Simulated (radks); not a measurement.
Problem. All-electron atom: Nb2+ in [Kr] 4d0.5 5s2 5p0.5 (fractional occupations, a model configuration). Method: Dirac Kohn-Sham, BLYP, spin-unpolarised, spherical densities, finite nucleus; open shells are shared between the two j in proportion to 2j + 1; Fermi nuclear charge, rms radius 4.324 fm; computed with a radial shooting solver on a logarithmic mesh with Libxc functionals.

Spin-orbit splittings of the eigenvalues, e(l+1/2) - e(l-1/2), with zeta = 2 splitting/(2l+1) and mean radii in bohr:

shell  occ.  splitting (eV)  zeta (eV)  <r> j=l-1/2  <r> j=l+1/2
2p        6           95.82      63.88       0.1346       0.1391
3p        6           15.54      10.36       0.4386       0.4491
3d       10           2.895      1.158       0.4307       0.4342
4p        6           2.282      1.521        1.238        1.265
4d      0.5               ?          ?        1.666        1.678
5p      0.5          0.3390     0.2260        3.264        3.322

Estimate the 4d splitting.

Solution. 0.2531 eV (zeta = 0.1013 eV).
